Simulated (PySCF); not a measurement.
From computed data to an observable: oscillator strength and radiative lifetime

C₂H₅F₂NSi, SMILES C(/C)=N\[SiH](F)F.

Geometry optimised at r2SCAN-D4/def2-SVP. The structure was generated by enumeration; whether it is a known compound was not checked. The values are those of a single conformer.

PySCF 2.14.0 with TDA-M06-2X/def2-SVPD puts the first singlet state with f over 0.02 at 7.35 eV (vertical), with the transition dipole (-0.424, -0.076, 0.047) in atomic units.

Q: Find the oscillator strength, the wavelength and the radiative lifetime that this transition would have in vacuum if emission retraced absorption.

A: 
|μ|² = 0.1878 au, so |μ| = 1.10 D. ΔE = 7.35/27.211 = 0.2701 hartree. f = (2/3) ΔE |μ|² = 0.034 (the program prints 0.034).
λ = 1239.84/7.35 = 169 nm; ν = 59282 cm⁻¹.
Einstein's coefficient A = 0.6670 ν² f s⁻¹ (ν in cm⁻¹) = 7.9e7 s⁻¹, so τ = 1/A = 13 ns. This state is S2; the lower singlet has f = 0.000. The figure is the radiative limit of this one transition; relaxation, internal conversion, crossing to triplets and a medium change what is measured.
